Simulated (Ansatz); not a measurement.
Computed with Ansatz on PBE0-D4/def2-TZVP structures; ΔE is electronic, products minus reactants. CCSD(T)/CBS is the MP2 limit (def2-TZVPP, def2-QZVPP) plus CCSD(T) − MP2 in def2-TZVPP, frozen cores. DFT in def2-TZVPP. B3LYP here is the variant with VWN-RPA as its local correlation; programs differ in this. Open shells (•) are unrestricted, without spin–orbit coupling. One conformer a species, not always the lowest.

Reaction (homolysis of the Si–Si bond): `N[Si@H](O)[Si@H](N)O` → 2 `N[SiH]O`•

`N[Si@H](O)[Si@H](N)O`:

Cartesian coordinates in Å:
```
N -1.889 -0.277 -0.750
Si -0.266 -0.372 -1.298
O 0.250 -1.841 -1.869
Si 0.973 0.292 0.583
N -0.157 0.656 1.828
O 1.967 1.517 0.080
H -2.676 -0.398 -1.368
H -2.112 -0.529 0.199
H -0.142 0.494 -2.493
H 0.375 -2.540 -1.226
H 1.816 -0.788 1.183
H 0.114 0.663 2.798
H -0.904 1.310 1.651
H 2.651 1.813 0.682
```

`N[SiH]O`•:

```xyz
7

N    -0.748   -0.724    0.214
Si    0.097    0.770    0.357
O     0.817    1.133   -1.082
H    -1.534   -0.810   -0.412
H    -0.887   -1.284    1.042
H     1.089    0.530    1.457
H     1.167    0.386   -1.575
```

```
             level  ΔE (eV)  difference from CCSD(T)/CBS
            PBE-D4     3.31                        -0.26
         r2SCAN-D4     3.21                        -0.36
           PBE0-D4     3.38                        -0.19
          B3LYP-D4     3.34                        -0.23
           ωB97M-V     3.59                         0.02
            B2PLYP     3.30                        -0.27
               PBE     3.19                        -0.38
            r2SCAN     3.18                        -0.39
     HF/def2-TZVPP     2.52                        -1.05
    MP2/def2-TZVPP     3.47                        -0.10
SCS-MP2/def2-TZVPP     3.49                        -0.08
   CCSD/def2-TZVPP     3.41                        -0.16
CCSD(T)/def2-TZVPP     3.47                        -0.10
    MP2/def2-QZVPP     3.52                        -0.05
      HF/CBS(def2)     2.49                        -1.08
    CCSD/CBS(def2)     3.50                        -0.07
       CCSD(T)/CBS     3.57                            0
```

Largest T1 diagnostic among the species: 0.014.

The D4 term adds +0.19 eV with B3LYP and +0.11 eV with PBE0; it sums over pairs of atoms, weighted by their polarisabilities, and B3LYP, whose exchange is more repulsive, gets the larger term. From PBE to PBE0 (25 % exact exchange), in def2-TZVPP and without D4, ΔE moves by +0.08 eV. In def2-TZVPP, CCSD(T) changes the Hartree–Fock value by +0.95 eV (the triples alone add +0.07 eV) and MP2 by +0.95 eV; breaking electron pairs costs correlation energy, which Hartree–Fock lacks.
